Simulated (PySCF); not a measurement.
B(GeH3)(H)(OH) (BGeH₅O), SMILES O[BH][GeH3]. Geometry optimised at PBE0-D3(BJ)/def2-SVP. One conformer was computed; it need not be the lowest.

The numbers are results of PBE0-D3(BJ)/def2-SVP (PySCF), not measurements.

Harmonic wavenumbers (cm⁻¹): 86, 209, 386, 439, 606, 668, 813, 857, 888, 898, 1003, 1172, 1381, 2110, 2142, 2142, 2605, 3876. Rotational constants (GHz): 32.19, 3.278, 3.088; symmetry number 1.

**Question.** Work out the zero-point energy and the ideal-gas rigid-rotor harmonic-oscillator thermochemistry at 298.15 K and 1 atm.

**Answer.** ZPE = ½ Σ hcν = ½ × 22281 cm⁻¹ = 133.27 kJ/mol. H − E(el) = 149.75 kJ/mol. Entropy in J/(mol K): translation 166.73, rotation 102.11, vibration 38.64, total 307.47. G − E(el) = 58.08 kJ/mol. Cp = 81.48 J/(mol K). Modes under 150 cm⁻¹ make the vibrational entropy uncertain.
